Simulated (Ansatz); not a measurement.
Gas-phase electronic energies from Ansatz, PBE0-D4/def2-TZVP geometries. CBS: MP2 limit from def2 TZ/QZ plus the TZ coupled-cluster correction, frozen cores. This one scheme is used for every species. DFT in def2-TZVPP. HSE06 is defined as in plane-wave codes. For Br, Ge outer-core shells are correlated without core-valence functions, which leaves a few kJ/mol of doubt a bond. Scalar relativity is left out up to krypton. Each species was taken in one conformer, which may not be the lowest.

Reaction (ligand exchange at a Ge–N bond): `[NH2][Ge][NH2]` + HBr → `[NH2][Ge][Br]` + NH₃

`[NH2][Ge][NH2]`:

Cartesian coordinates in Å:
```
N 0.449 -1.265 -0.281
Ge 0.760 0.027 0.972
N -0.414 1.267 0.322
H 0.937 -2.144 -0.248
H -0.195 -1.215 -1.055
H -1.006 1.174 -0.488
H -0.530 2.157 0.778
```

HBr:

Z-matrix (Å, degrees):
```
Br
H 1 1.420
```

`[NH2][Ge][Br]`:

```xyz
5

N    -0.686   -0.173    0.149
Ge    0.365    1.291   -0.020
Br    2.355    0.109   -0.537
H    -0.369   -1.123    0.029
H    -1.665   -0.104    0.379
```

NH₃:

```xyz
4

N     0.021    0.249   -0.131
H     0.930   -0.154    0.063
H    -0.462    0.330    0.755
H    -0.490   -0.425   -0.687
```

**Question.** Is it downhill or uphill in electronic energy at CCSD(T)/CBS, and by how much? (Estimate.)

**Answer.** The calculation gave: Downhill: ΔE = -84.3 kJ/mol.

**Question.** What do these levels give: LDA (SPW92), revPBE-D4, r2SCANh-D4, BHLYP-D4, ωB97X-V, revPBE, BLYP, HSE06, MP2/def2-SVP, SCS-MP2/def2-QZVPP, HF/CBS(def2), MP2/CBS(def2)? (Best estimate.)

**Answer.** Ansatz gave: LDA (SPW92) -80.4, revPBE-D4 -90.6, r2SCANh-D4 -89.0, BHLYP-D4 -91.9, ωB97X-V -82.8, revPBE -94.0, BLYP -91.2, HSE06 -91.4, MP2/def2-SVP -78.0, SCS-MP2/def2-QZVPP -82.0, HF/CBS(def2) -88.3, MP2/CBS(def2) -85.9 kJ/mol.

Largest T1 diagnostic among the species: 0.013.

At CCSD(T), def2-SVP lies +7.2 kJ/mol from the extrapolated value and def2-TZVPP +4.1 kJ/mol. In def2-TZVPP, CCSD(T) changes the Hartree–Fock value by +9.6 kJ/mol (the triples alone add −0.4 kJ/mol) and MP2 by +8.0 kJ/mol. Leaving LDA and LC-ωPBE aside and taking each functional with its dispersion term where it has one, the values, not all of them listed here, spread over 9.5 kJ/mol, from HSE06-D4 to CAM-B3LYP-D4. LDA lies +11.1 kJ/mol from PBE without D4.
